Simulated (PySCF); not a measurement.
# Basis and Hamiltonian dependence of the excitation energy of Ne⁺

Ne⁺ [He] 2s2 2p5 (2P) → Ne⁺ [He] 2s1 2p6 (2S). All values are computed (PySCF 2.14, energy differences of UHF-based or UKS calculations, no spin-orbit coupling). Values in eV.

```tsv
basis	Hamiltonian	functions	UHF	r2SCAN	PBE0	MP2 (valence)	CCSD(T) (valence)	CCSD(T) (valence and next inner shell)
aug-cc-pVDZ	non-relativistic	23	29.694	25.746	25.187	27.686	27.009	n/a
ANO-RCC-VTZP	spin-free X2C	30	29.701	25.740	25.179	27.593	27.082	27.034
dyall-av2z	non-relativistic	42	29.507	25.545	24.996	27.469	26.823	n/a
aug-cc-pVTZ	non-relativistic	46	29.600	25.641	25.082	27.505	26.874	n/a
aug-cc-pVTZ-DK	spin-free X2C	46	29.749	25.788	25.229	27.651	27.013	n/a
x2c-QZVPPall	spin-free X2C	57	29.696	25.734	25.174	27.579	27.058	27.008
aug-cc-pCVTZ-DK	spin-free X2C	59	29.744	25.777	25.222	27.658	27.025	26.961
def2-QZVPPD	non-relativistic	66	29.548	25.588	25.029	27.428	26.818	26.770
dyall-av3z	non-relativistic	71	29.541	25.576	25.022	27.479	26.864	n/a
x2c-QZVPPall with one added diffuse shell each of s, p, d, f type	spin-free X2C	73	29.697	25.736	25.175	27.574	26.955	26.906
aug-cc-pVQZ with one added diffuse shell each of s, p, d, f, g type	non-relativistic	105	29.560	25.604	25.042	27.441	n/a	n/a
aug-cc-pwCVQZ	non-relativistic	109	29.560	25.598	25.040	27.449	n/a	n/a
aug-cc-pCVQZ-DK	spin-free X2C	109	29.707	25.744	25.184	27.594	n/a	n/a
```

Task: Estimate the row for dyall-acv3z (spin-free X2C, 76 functions).

Result: From the rows with the same Hamiltonian and similar size; the calculation gives UHF 29.69; r2SCAN 25.72; PBE0 25.17; MP2 (valence) 27.62; CCSD(T) (valence) 27.00; CCSD(T) (valence and next inner shell) 26.95 (eV).

Frozen in the all-electron rows: valence: 1s2; valence and next inner shell: nothing.

Reference for a calculation without spin-orbit coupling: 26.878 eV (measured, between term centres; NIST).
